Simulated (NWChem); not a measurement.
**Correlation energy of HAl**

```
Al
H 1 1.6842
```
Charge 0, spin multiplicity 1.

Program: NWChem. Structure: optimised with PBE/def2-SVP, a minimum by its harmonic frequencies.

Basis set: 6-31G*. Each correlation energy counts from its own Hartree-Fock reference.

The correlated methods keep 5 core orbitals frozen. The Pople sets run with spherical d functions. The structure started from a generated list of species. Coupled-cluster values serve here as a point of comparison, not as the truth.

```tsv
method	correlation energy (mHa)
MP2	?
SCS-MP2	-48.3
CR-CCSD[T]	-61.8
CR-CCSD(T)	-61.8
CCSD	-61.0
CCSD+T(CCSD)	-61.9
CCSD(T)	-61.9
CCSDT	?
```

**Question.** What belongs in the gaps?

**Answer.** 
- MP2, correlation energy (mHa): -41.6
- CCSDT, correlation energy (mHa): -62.2
